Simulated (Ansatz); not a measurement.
`[CH3][AlH][SiH2][SbH2]` at its PBE0-D4/def2-TZVP geometry, where that method's forces vanish. Charge 0, multiplicity 1. Sb takes the def2 core potential.

```xyz
12

C    -1.6848   -1.0098   -0.3502
Al   -0.6616    0.6521   -0.4707
Si    0.9114    1.2268    1.2665
Sb    2.4229   -0.0318   -0.4697
H    -1.8226   -1.4716   -1.3311
H    -1.2037   -1.7381    0.3070
H    -2.6803   -0.8059    0.0583
H    -0.8448    1.7532   -1.6030
H     1.5236    2.5738    1.4189
H     1.0794    0.4654    2.5332
H     1.0234   -0.0785   -1.5406
H     1.9371   -1.5357    0.1814
```

Task: What forces (eV/Å) does PBE-D4/def2-TZVPP give on these atoms in the Gaussian-basis code of Ansatz? (Best estimate.)

Result: The calculation gave: 
```
C1   0.030  0.040 -0.002
Al2  0.047  0.042  0.018
Si3 -0.173  0.029 -0.002
Sb4  0.357  0.138 -0.071
H5  -0.026 -0.087 -0.184
H6   0.088 -0.137  0.122
H7  -0.184  0.037  0.076
H8  -0.003  0.077 -0.079
H9   0.085  0.138  0.017
H10  0.030 -0.080  0.136
H11 -0.174 -0.006 -0.115
H12 -0.077 -0.191  0.084
```
